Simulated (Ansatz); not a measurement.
Start from `[SiH3][SiH2][SiH2][SiH2][GeH2][SiH3]` and change one atom or group to get `[SiH3][GeH2][SiH2][SiH2][GeH3]`.

Ansatz, PBE0-D4/def2-TZVP geometries, multiplicity 1. Each molecule was computed in one conformer, which needn't be the lowest.

Scalar relativity is left out up to krypton.

```json
{"property": "size of the dipole moment (ωB97M-V/def2-TZVPP) / D", "`[SiH3][SiH2][SiH2][SiH2][GeH2][SiH3]`": "0.14"}
{"property": "HOMO–LUMO gap (PBE0/def2-TZVPP) / eV", "`[SiH3][SiH2][SiH2][SiH2][GeH2][SiH3]`": "7.22"}
{"property": "HOMO energy (ωB97M-V/def2-TZVPP) / eV", "`[SiH3][SiH2][SiH2][SiH2][GeH2][SiH3]`": "-9.71"}
{"property": "HOMO–LUMO gap (ωB97M-V/def2-TZVPP) / eV", "`[SiH3][SiH2][SiH2][SiH2][GeH2][SiH3]`": "10.85"}
{"property": "HOMO energy (B3LYP/def2-TZVPP) / eV", "`[SiH3][SiH2][SiH2][SiH2][GeH2][SiH3]`": "-7.57"}
{"property": "LUMO energy (PBE0/def2-TZVPP) / eV", "`[SiH3][SiH2][SiH2][SiH2][GeH2][SiH3]`": "-0.57"}
```

Task: What does the change do to each property? (An estimate is asked.)

Result: Computed: 
```tsv
property	`[SiH3][GeH2][SiH2][SiH2][GeH3]`	shift
size of the dipole moment (ωB97M-V/def2-TZVPP) / D	0.20	0.06
HOMO–LUMO gap (PBE0/def2-TZVPP) / eV	7.39	0.17
HOMO energy (ωB97M-V/def2-TZVPP) / eV	-9.76	-0.05
HOMO–LUMO gap (ωB97M-V/def2-TZVPP) / eV	10.98	0.13
HOMO energy (B3LYP/def2-TZVPP) / eV	-7.61	-0.04
LUMO energy (PBE0/def2-TZVPP) / eV	-0.43	0.14
```

Dipoles are sizes alone; their direction can turn.

B3LYP here is the variant with VWN-RPA as its local correlation; programs differ in this.
